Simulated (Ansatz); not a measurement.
A further run on the cluster Be3Se2.

```yaml
crystal:
  periodic: [false, false, false]
  atoms:
    - {symbol: Be, position_ang: [-0.697467, 0.579524, 0.006719]}
    - {symbol: Be, position_ang: [1.515780, 0.084116, -0.049912]}
    - {symbol: Be, position_ang: [0.195637, -1.506226, 0.033323]}
    - {symbol: Se, position_ang: [0.808174, 2.005286, -0.077912]}
    - {symbol: Se, position_ang: [-1.822124, -1.162710, 0.087793]}
basis:
  gaussian: {orbitals: x2c-TZVPPall, nuclear_model: gaussian}
hamiltonian: {xc: {name: CAM-B3LYP}, dispersion: d3bjatm, pseudopotentials: {relativity: scalar}}
output: {forces: true}
```

```sh
$ ansatz run in.yaml --threads 4 --pin off --events-out ev --progress --plain --max-ram 3916MiB
```

Output, abridged:

```
Functional definition: CAM-B3LYP
1245 factors; their error is unknown
310 factors; integrals over basis functions are off by at most 4.2e-5 eV
mean field evaluation 1: about -133451.9106 eV, gradient 2.0e1 eV
mean field evaluation 2: about -133452.4819 eV, gradient 2.0e1 eV
mean field evaluation 4: about -133453.7215 eV, gradient 8.0e-1 eV
mean field evaluation 8: about -133453.7316 eV, gradient 1.7e-2 eV
mean field evaluation 16: about -133454.1565 eV, gradient 1.6e-4 eV
mean field -133454.15649900 eV, -4904.3497928620 hartree, gradient 2.6e-5 eV, S^2 0.000000; 0 other end points of the search recorded, 0 dependent functions left out
reference -133454.15661480 eV, -4904.3497971177 hartree; 40, 40 occupied and 113, 113 virtual orbitals, 1245 factors
Total energy: -133454.36756539 eV, -4904.3575494088 hartree
Relativity: scalar
Atom 0 at    -0.697467     0.579524     0.006719 Å, force    -0.087413     0.072497     0.000969 eV/Å
Atom 1 at     1.515780     0.084116    -0.049912 Å, force    -0.260906     0.209581     0.002806 eV/Å
Atom 2 at     0.195637    -1.506226     0.033323 Å, force    -0.254223     0.220191     0.002173 eV/Å
Atom 3 at     0.808174     2.005286    -0.077912 Å, force    -0.043225    -0.666310     0.018699 eV/Å
Atom 4 at    -1.822124    -1.162710     0.087793 Å, force     0.645767     0.164041    -0.024647 eV/Å
Dipole moment:     0.361365    -0.300357    -0.003521 e Å
```

It took 4.1 s on 4 threads of Arm Neoverse V1 on a shared host.

DK, ANO-RCC and x2c sets are all-electron and run with scalar relativity unless a key says otherwise.
